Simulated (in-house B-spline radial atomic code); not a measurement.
Atomic self-consistent-field run: Tl II (Tl+) (an excited or competing configuration). Level of theory: Dirac-Hartree-Fock, average of the jj configuration, Fermi nucleus of rms radius 5.4759 fm; calculated with an all-electron radial atomic-structure program (B-spline basis).

In the input, a minus or plus after the letter marks the j = l - 1/2 or j = l + 1/2 subshell.

Command:
```bash
python run_scf.py task.json out
```
Settings (nuclear radius in fm, mass in u):
```
Z                81
configuration    1s2 2s2 2p6 3s2 3p6 3d10 4s2 4p6 4d10 4f-6 4f+7 5s2 5p6 5d10 6s2 9g+1
hamiltonian      dirac
method           hf
spin_polarised   False
nucleus          fermi
rms_radius       5.4759
atomic_mass      204.97443
speed_of_light   137.035999084
```

Output (hartree, bohr):
```
 radial grid: 94 intervals, B-splines of order 8, outer radius 294.8 bohr

 iter        energy (Eh)    residual
    1      -20269.209187    9.92e-01
    2      -20269.762106    5.70e-02
    3      -20269.848256    1.86e-02
    4      -20269.849871    8.61e-03
    5      -20269.850382    8.82e-04
    6      -20269.850409    2.86e-04
    7      -20269.850412    1.12e-04
    8      -20269.850413    1.72e-05
    9      -20269.850413    6.96e-06
   10      -20269.850413    4.58e-07

 total energy                    -20269.85041
 kinetic                           23461.1895
 electron-nucleus                 -51114.9701
 electron-electron                  7383.9302

 first-order corrections (not in the total)
   Gaunt                            26.5179
   retardation                      -2.8125
   frequency dependence             -0.5294
   self-energy                      19.9673
   Uehling                          -4.1730
   Wichmann-Kroll                    0.1889
   recoil                            0.0325

 orbital      occ     eigenvalue          <r>       <r^2>       <1/r>       <r^4>       r_max    small
 1s1/2      2.000     -3165.4856    0.0163196 0.000368941     99.3521 3.76234e-07     0.01003  9.52e-02
 2s1/2      2.000      -570.2094    0.0680409   0.0055453     24.5313 5.41822e-05     0.05833  2.19e-02
 2p1/2      2.000      -546.3023     0.055968  0.00392241     24.4425 3.22261e-05     0.04286  2.20e-02
 2p3/2      4.000      -470.2792    0.0647236   0.0051026     19.6763 5.11768e-05     0.05042  1.94e-02
 3s1/2      2.000      -139.8040     0.176699   0.0358658     9.01273  0.00195064       0.164  7.38e-03
 3p1/2      2.000      -129.0990      0.16738   0.0327258     8.90964  0.00170387      0.1531  7.31e-03
 3p3/2      4.000      -111.9573     0.183262    0.039022     7.67188  0.00239314      0.1683  6.58e-03
 3d3/2      4.000       -94.5314     0.159659   0.0299328     7.54983  0.00158773       0.131  6.43e-03
 3d5/2      6.000       -90.8718     0.164442   0.0316213     7.27325  0.00175295      0.1352  6.23e-03
 4s1/2      2.000       -33.6251     0.390409    0.172044     3.81524   0.0425955       0.369  2.51e-03
 4p1/2      2.000       -28.9904     0.392295    0.175085     3.70458   0.0452141      0.3671  2.42e-03
 4p3/2      4.000       -24.7072     0.424539    0.204777     3.29503   0.0617533      0.3972  2.16e-03
 4d3/2      4.000       -17.1572     0.429891    0.213336     3.09672   0.0715011      0.3893  1.96e-03
 4d5/2      6.000       -16.2759     0.440695    0.223944     2.99795   0.0786627      0.3987  1.88e-03
 4f5/2      6.000        -6.4970     0.454862    0.246746     2.66012    0.117415      0.3545  1.53e-03
 4f7/2      7.000        -6.2924     0.461016     0.25342     2.62254    0.123917      0.3591  1.50e-03
 5s1/2      2.000        -6.6054     0.876469    0.860299      1.5619     1.06644      0.8068  6.47e-04
 5p1/2      2.000        -4.9429     0.937386     0.99052     1.44372     1.45963      0.8467  5.68e-04
 5p3/2      4.000        -4.1345      1.02206     1.17789      1.2959      2.0741      0.9183  4.87e-04
 5d3/2      4.000        -1.7262      1.26213     1.83775     1.03549     5.61351       1.059  3.24e-04
 5d5/2      6.000        -1.6232      1.30836     1.97623    0.994444     6.51759       1.093  3.01e-04
 6s1/2      2.000        -1.0703      2.25886     5.73365    0.567083     49.0239       1.987  1.05e-04
 9g9/2      1.000        -0.0247       55.729      3500.9   0.0247173 1.60473e+07       64.26  6.59e-07
```

Run time, properties included: 9.3 s on 1 thread of Arm Neoverse V1, with other jobs on the host.

For the Dirac Hamiltonian the kinetic term is c α·p + (β - 1)c².
